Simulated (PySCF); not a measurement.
## Radial density of As+ (arsenic, charge +1)

PW91, [Ar] 3d10 4s1 4p3, high-spin 5S determinant (an excited configuration). Computed with PySCF 2.14 in x2c-QZVPPall with one added diffuse shell each of s, p, d, f type (12s9p6d5f1g, 113 functions), with the spin-free X2C one-electron Hamiltonian (Gaussian nucleus).

```json
{"r (bohr)": "0.000778", "4πr²ρ (e/bohr)": "0.3020", "4πr²(ρα − ρβ)": "0.0002"}
{"r (bohr)": "0.00131", "4πr²ρ (e/bohr)": "0.7551", "4πr²(ρα − ρβ)": "0.0005"}
{"r (bohr)": "0.00220", "4πr²ρ (e/bohr)": "1.848", "4πr²(ρα − ρβ)": "0.0013"}
{"r (bohr)": "0.00370", "4πr²ρ (e/bohr)": "4.369", "4πr²(ρα − ρβ)": "0.0031"}
{"r (bohr)": "0.00623", "4πr²ρ (e/bohr)": "9.712", "4πr²(ρα − ρβ)": "0.0068"}
{"r (bohr)": "0.0105", "4πr²ρ (e/bohr)": "19.42", "4πr²(ρα − ρβ)": "0.0135"}
{"r (bohr)": "0.0176", "4πr²ρ (e/bohr)": "32.47", "4πr²(ρα − ρβ)": "0.0223"}
{"r (bohr)": "0.0297", "4πr²ρ (e/bohr)": "40.68", "4πr²(ρα − ρβ)": "0.0292"}
{"r (bohr)": "0.0499", "4πr²ρ (e/bohr)": "35.72", "4πr²(ρα − ρβ)": "0.0455"}
{"r (bohr)": "0.0839", "4πr²ρ (e/bohr)": "35.40", "4πr²(ρα − ρβ)": "0.1193"}
{"r (bohr)": "0.141", "4πr²ρ (e/bohr)": "47.67", "4πr²(ρα − ρβ)": "0.1320"}
{"r (bohr)": "0.237", "4πr²ρ (e/bohr)": "30.68", "4πr²(ρα − ρβ)": "-0.0322"}
{"r (bohr)": "0.399", "4πr²ρ (e/bohr)": "28.16", "4πr²(ρα − ρβ)": "0.3340"}
{"r (bohr)": "0.671", "4πr²ρ (e/bohr)": "23.85", "4πr²(ρα − ρβ)": "0.0024"}
{"r (bohr)": "1.13", "4πr²ρ (e/bohr)": "5.815", "4πr²(ρα − ρβ)": "0.9919"}
{"r (bohr)": "1.90", "4πr²ρ (e/bohr)": "2.498", "4πr²(ρα − ρβ)": "2.2501"}
{"r (bohr)": "3.20", "4πr²ρ (e/bohr)": "0.6390", "4πr²(ρα − ρβ)": "0.6369"}
{"r (bohr)": "5.37", "4πr²ρ (e/bohr)": "0.01925", "4πr²(ρα − ρβ)": "0.0192"}
{"r (bohr)": "9.04", "4πr²ρ (e/bohr)": "2.337e-05", "4πr²(ρα − ρβ)": "0.0000"}
```

Densities and radii are taken from the X2C orbitals without a picture-change correction, which distorts them close to the nucleus.

Q: Where is the radial spin density 4πr²(ρα − ρβ) most negative, and why is it negative at all?

A: Around r = 0.237 bohr, down to -0.0322 e/bohr: exchange with the open shell polarises the paired shells in an unrestricted calculation.
